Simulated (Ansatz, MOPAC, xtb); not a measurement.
Complex: CHN (SMILES C#N) (first 3 atoms) with HBr (SMILES Br); geometry from B3LYP-D3(BJ)/def2-TZVP, rigid monomers moved along the line of their centres of mass till N2···H5 is 1.89 Å.
(charge 0, multiplicity 1):
```xyz
5

C     -0.43984    -0.08430    -0.45793
N     -0.26343    -0.21409     0.66507
H     -0.60444     0.03681    -1.50541
Br     0.24977    -0.59135     3.92473
H      0.02781    -0.42774     2.51605
```

Counterpoise-corrected where a basis set is named; no monomer relaxation.

The state reached by AM1, PM3 isn't checked.

Programs: Ansatz (Gaussian basis) for Hartree–Fock, density functionals and correlated methods; MOPAC for AM1, PM3 (differences of heats of formation); xtb for the GFN methods. 

Task: One of these levels gives -2.17 kcal/mol for the interaction energy. Which?
A. HF/aug-cc-pVTZ
B. GFN-FF
C. PM3
D. AM1

Result: B, GFN-FF. The others give 1.88 (AM1), -6.83 (PM3), -0.35 (HF/aug-cc-pVTZ)

Ansatz is a quantum-chemistry and plane-wave program.
